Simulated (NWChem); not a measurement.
System: C2H5BN2O; SMILES O1C=NB(C1)N

NWChem input:

```
start job
memory heap 200 mb stack 900 mb global 1100 mb
geometry units angstroms noautoz
  N      0.035925    -2.170305     0.000000
  B     -0.008298    -0.769056     0.000000
  C      1.200175     0.286110     0.000000
  O      0.480733     1.559846     0.000000
  C     -0.837518     1.242765     0.000000
  N     -1.245823     0.020541     0.000000
  H      0.890203    -2.723832     0.000000
  H     -0.823527    -2.720479     0.000000
  H      1.857552     0.272170    -0.895139
  H      1.857552     0.272170     0.895139
  H     -1.478793     2.146087     0.000000
end
basis spherical
  N library 6-311++g**
  B library 6-311++g**
  C library 6-311++g**
  O library 6-311++g**
  H library 6-311++g**
end
dft
  xc xtpss03 ctpss03
  iterations 150
  mulliken
end
task dft energy
```

NWChem printed, in part:

```
             Northwest Computational Chemistry Package (NWChem) 7.3.0
             --------------------------------------------------------

 CS  symmetry detected

                             Geometry "geometry" -> ""
                             -------------------------

 Output coordinates in angstroms (scale by  1.889725989 to convert to a.u.)

  No.       Tag          Charge          X              Y              Z
 ---- ---------------- ---------- -------------- -------------- --------------
    1 N                    7.0000     0.03872389    -2.17043336     0.00000000
    2 B                    5.0000    -0.00457717    -0.76915556     0.00000000
    3 C                    6.0000     1.20458980     0.28521511     0.00000000
    4 O                    8.0000     0.48598599     1.55942418     0.00000000
    5 C                    6.0000    -0.83247334     1.24321057     0.00000000
    6 N                    7.0000    -1.24158240     0.02125548     0.00000000
    7 H                    1.0000     0.89263752    -2.72452230     0.00000000
    8 H                    1.0000    -0.82108990    -2.72004177     0.00000000
    9 H                    1.0000     1.86195749     0.27084260    -0.89513900
   10 H                    1.0000     1.86195749     0.27084260     0.89513900
   11 H                    1.0000    -1.47315388     2.14695429     0.00000000

 Effective nuclear repulsion energy (a.u.)     215.4118114046

      Symmetry information
      --------------------

 Group name             Cs
 Group number              2
 Group order               2
 No. of unique centers    10

                                 NWChem DFT Module
                                 -----------------

 Summary of "ao basis" -> "ao basis" (spherical)
 ------------------------------------------------------------------------------
       Tag                 Description            Shells   Functions and Types
 ---------------- ------------------------------  ------  ---------------------
 N                         6-311++g**               10       22   5s4p1d
 B                         6-311++g**               10       22   5s4p1d
 C                         6-311++g**               10       22   5s4p1d
 O                         6-311++g**               10       22   5s4p1d
 H                         6-311++g**                5        7   4s1p

      Symmetry analysis of basis
      --------------------------

        a'        121
        a"         46

            General Information
            -------------------
          SCF calculation type: DFT
          Wavefunction type:  closed shell.
          No. of atoms     :    11
          No. of electrons :    44
           Alpha electrons :    22
            Beta electrons :    22
          Charge           :     0
          Spin multiplicity:     1
          Use of symmetry is: on ; symmetry adaption is: on
          Maximum number of iterations: 150
          AO basis - number of functions:   167
                     number of shells:    85
          Convergence on energy requested:  1.00D-06
          Convergence on density requested:  1.00D-05
          Convergence on gradient requested:  5.00D-04

              XC Information
              --------------
                  TPSS metaGGA Exchange Functional  1.000
             TPSS03 metaGGA Correlation Functional  1.000

             Grid Information
             ----------------
          Grid used for XC integration:  medium
          Radial quadrature: Mura-Knowles
          Angular quadrature: Lebedev.
          Tag              B.-S. Rad. Rad. Pts. Rad. Cut. Ang. Pts.
          ---              ---------- --------- --------- ---------
          N                   0.65       49          15.0       434
          B                   0.85       49          14.0       434
          C                   0.70       49          15.0       434
          O                   0.60       49          14.0       434
          H                   0.35       45          16.0       434
          Grid pruning is: on
          Number of quadrature shells:   474
          Spatial weights used:  Erf1

      Superposition of Atomic Density Guess
      -------------------------------------

 Sum of atomic energies:        -285.76446458

      Non-variational initial energy
      ------------------------------

 Total energy =    -289.119336
 1-e energy   =    -813.623493
 2-e energy   =     309.092345
 HOMO         =      -0.348861
 LUMO         =      -0.002359

      Symmetry analysis of molecular orbitals - initial
      -------------------------------------------------

  Numbering of irreducible representations:

     1 a'          2 a"

  Orbital symmetries:

     1 a'          2 a'          3 a'          4 a'          5 a'
     6 a'          7 a'          8 a'          9 a'         10 a'
    11 a'         12 a'         13 a'         14 a'         15 a"
    16 a'         17 a'         18 a"         19 a"         20 a'
    21 a"         22 a'         23 a"         24 a'         25 a'
    26 a'         27 a"         28 a'         29 a"         30 a'
    31 a'         32 a'

     ---------------------------------------------
      Total Density - Mulliken Population Analysis
     ---------------------------------------------

    Atom       Charge   Shell Charges
 -----------   ------   -------------------------------------------------------
    1 N    7     7.90   1.09  0.90  0.82  0.88  1.99  0.63  1.43  0.02  0.12  0.01
    2 B    5     4.36   1.13  0.86  0.38  0.71  0.86  0.29  0.05 -0.04 -0.05  0.18
    3 C    6     6.46   1.10  0.89  0.53  0.79  1.45  0.52  0.93  0.12  0.06  0.06
    4 O    8     8.23   1.08  0.91  0.95  1.03  2.16  0.80  1.51 -0.16 -0.06  0.01
    5 C    6     5.71   1.10  0.89  0.44  0.78  1.16  0.48  0.52  0.13  0.07  0.13
    6 N    7     7.62   1.09  0.90  0.80  0.95  1.94  0.74  1.27 -0.09 -0.01  0.02
    7 H    1     0.65   0.22  0.34  0.04  0.00  0.04
    8 H    1     0.65   0.22  0.34  0.05 -0.00  0.04
    9 H    1     0.80   0.24  0.44  0.09  0.01  0.02
   10 H    1     0.80   0.24  0.44  0.09  0.01  0.02
   11 H    1     0.81   0.24  0.45  0.11 -0.01  0.02

   convergence    iter        energy       DeltaE   RMS-Dens  Diis-err
 ---------------- ----- ----------------- --------- --------- ---------
 d= 0,ls=0.0,diis     1   -288.8583340085 -5.04D+02  1.48D-02  1.21D+00
 d= 0,ls=0.0,diis     2   -288.5336835393  3.25D-01  1.21D-02  3.93D+00
 d= 0,ls=0.0,diis     3   -288.9529974368 -4.19D-01  4.03D-03  3.38D-01
 d= 0,ls=0.0,diis     4   -288.9681572037 -1.52D-02  1.54D-03  2.62D-01
 d= 0,ls=0.0,diis     5   -288.9917945364 -2.36D-02  3.34D-04  8.89D-04
  Resetting Diis
 d= 0,ls=0.0,diis     6   -288.9918136134 -1.91D-05  1.28D-04  7.47D-04
 d= 0,ls=0.0,diis     7   -288.9918966277 -8.30D-05  4.37D-05  2.54D-05
 d= 0,ls=0.0,diis     8   -288.9918892435  7.38D-06  3.43D-05  9.21D-05
 d= 0,ls=0.0,diis     9   -288.9918991535 -9.91D-06  8.55D-06  1.52D-06
 d= 0,ls=0.0,diis    10   -288.9918992650 -1.11D-07  2.98D-06  4.75D-07

         Total DFT energy =     -288.991899264971
      One electron energy =     -818.725647210913
           Coulomb energy =      353.628471459101
    Exchange-Corr. energy =      -39.306534917775
 Nuclear repulsion energy =      215.411811404615

 Numeric. integr. density =       44.000004927286

                  Occupations of the irreducible representations
                  ----------------------------------------------

                     irrep           alpha         beta
                     --------     --------     --------
                     a'               18.0         18.0
                     a"                4.0          4.0

                       DFT Final Molecular Orbital Analysis
                       ------------------------------------

 Vector   20  Occ=2.000000D+00  E=-2.812547D-01  Symmetry=a"
              MO Center= -5.2D-02, -9.3D-01, -2.9D-16, r^2= 3.2D+00
   Bfn.  Coefficient  Atom+Function         Bfn.  Coefficient  Atom+Function
  ----- ------------  ---------------      ----- ------------  ---------------
     9      0.282692   1 N  pz               13      0.271910   1 N  pz
    75     -0.199690   4 O  pz               79     -0.193716   4 O  pz
     5      0.188811   1 N  pz               31      0.172777   2 B  pz
   119      0.144402   6 N  pz               71     -0.136191   4 O  pz
   123      0.132098   6 N  pz               27      0.111600   2 B  pz

 Vector   21  Occ=2.000000D+00  E=-2.284841D-01  Symmetry=a"
              MO Center= -1.7D-01, -3.1D-01, -1.0D-13, r^2= 3.8D+00
   Bfn.  Coefficient  Atom+Function         Bfn.  Coefficient  Atom+Function
  ----- ------------  ---------------      ----- ------------  ---------------
    13      0.259774   1 N  pz                9      0.252472   1 N  pz
    75      0.245939   4 O  pz               79      0.244470   4 O  pz
   119     -0.225860   6 N  pz              123     -0.204626   6 N  pz
     5      0.170343   1 N  pz               71      0.167922   4 O  pz
   115     -0.149435   6 N  pz               97     -0.101939   5 C  pz

 Vector   22  Occ=2.000000D+00  E=-2.278541D-01  Symmetry=a'
              MO Center= -1.1D+00,  1.1D-01,  1.0D-13, r^2= 2.0D+00
   Bfn.  Coefficient  Atom+Function         Bfn.  Coefficient  Atom+Function
  ----- ------------  ---------------      ----- ------------  ---------------
   117      0.340989   6 N  px              120     -0.306506   6 N  s
   121      0.268154   6 N  px              113      0.233567   6 N  px
    98      0.178354   5 C  s               124     -0.172586   6 N  s
   116     -0.168860   6 N  s                32      0.152307   2 B  s
   102      0.147100   5 C  s                80     -0.144859   4 O  s

[...]
```

Level: TPSS/6-311++G** (spherical d). Geometry: optimised at PBE-D3(BJ)/def2-SVP.
